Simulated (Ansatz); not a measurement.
A made-up structure of CH$_{2}$STe, closed shell:

```
5
angstrom
C -0.1842 0.1775 -0.1191
S -0.5702 -1.0922 0.9278
Te 1.4507 -0.0814 -0.1015
H -0.2595 1.1112 0.4227
H -0.4368 -0.1151 -1.1299
```

It is relaxed with PBE-D4/def2-SVP and then PBE0-D4/def2-TZVP (Ansatz 0.2.0). Atoms count as bonded within 1.22 times the sum of their covalent radii (H–H: 0.88 Å). The end point is not checked to be a true minimum.

Question: Does its bonding change? (A judgement: the text doesn't fix the answer.)

Answer: Computed: No: no bond forms or breaks.

Where it ends: The first stage lowers the energy by 5.29 eV in 8 steps. It ends as CH₂STe ([CH2]1[S][Te]1):
| atom | x (Å) | y (Å) | z (Å) |
| --- | --- | --- | --- |
| C1 | -0.2777 | 0.2400 | -0.1578 |
| S2 | -0.3335 | -1.1488 | 0.9455 |
| Te3 | 1.7645 | -0.3728 | 0.0928 |
| H4 | -0.4945 | 1.2085 | 0.2785 |
| H5 | -0.6588 | 0.0732 | -1.1590 |

Labels in which every atom is bracketed show which atoms are joined, not bond orders.

For scale, one of the runs: PBE0-D4/def2-TZVP relaxation, 130 basis functions, launched by `ansatz run in.yaml --threads 2 --pin off --events-out ev --progress --plain --max-ram 4352MiB`. Hardware: 2 CPU threads of an Arm Neoverse V2, shared host. Wall time about 17 s.
